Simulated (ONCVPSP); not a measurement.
**What one change does to a pseudopotential (Sn, ONCV)**

* Element: Sn
* Generator: ONCVPSP 4.0.1
* Type: optimised norm-conserving Vanderbilt (ONCV)
* Functional: PBE
* Relativity: scalar-relativistic
* Frozen core: [Kr] 4d10
* Valence charge: 4
* Reference configuration: 5s2 5p2
* Partial waves: 5s: rc 1.65 bohr, ncon 4, nbas 8, qcut 3.2 1/bohr, 2 projectors, debl 1.5 Ha; 5p: rc 1.65 bohr, ncon 4, nbas 7, qcut 4.7 1/bohr, local; d scattering state at 0.39 Ha: rc 2.55 bohr, ncon 3, nbas 7, qcut 3.7 1/bohr, 2 projectors, debl 0.6 Ha
* Local potential: the p channel
* Core correction: none

Change: d: debl 4.6.

Cutoffs: the cutoffs (Ha) at which the residual kinetic energy of the hardest occupied pseudo-wave falls to 1 and 0.1 mHa per electron; they do not see the model core or the augmentation charge, which bear on the density cutoff. Errors are all-electron minus pseudo energies relative to the spin-unpolarised reference configuration.

Question: Predict the effect on cutoff, ghosts and configuration errors.

Answer: The potential gets neither clearly harder nor softer (48 Ha and 63 Ha → 48 Ha and 63 Ha); the bound ghosts move from d, s to s; the lowest positive-energy flag moves from d at 232.8 eV to d at 22.6 eV; the errors of the 4 common tests hardly move.

| quantity | base | changed |
| --- | --- | --- |
| cutoff, loose | 48 Ha | 48 Ha |
| cutoff, tight | 63 Ha | 63 Ha |
| bound ghosts | s, d | s |
| GHOST(+) flags under 300 eV | d at 232.8 eV | d at 22.6 eV |
| error for 5s2 5p1, meV [ΔE 6.87 eV] | +1.8 | +1.8 |
| error for 5s2 5p0, meV [ΔE 20.83 eV] | +27 | +27 |
| error for 5s1 5p0, meV [ΔE 51.80 eV] | +125 | +125 |
| error for 5s1 5p2, meV [ΔE 14.52 eV] | +21 | +21 |
| s: phases at 1.68 bohr within 0.05 rad from the reference energy up to (Ha; the scan ends near 5) | to the end of the scan | to the end of the scan |
| p: phases at 1.68 bohr within 0.05 rad from the reference energy up to (Ha; the scan ends near 5) | 0.3 | 0.3 |
| d: phases at 2.60 bohr within 0.05 rad from the reference energy up to (Ha; the scan ends near 5) | 3.0 | 2.9 |

 A true bound ghost makes a file unfit for plane-wave use even where its test errors are small: the radial tests pick states by their node count and pass the ghost by.
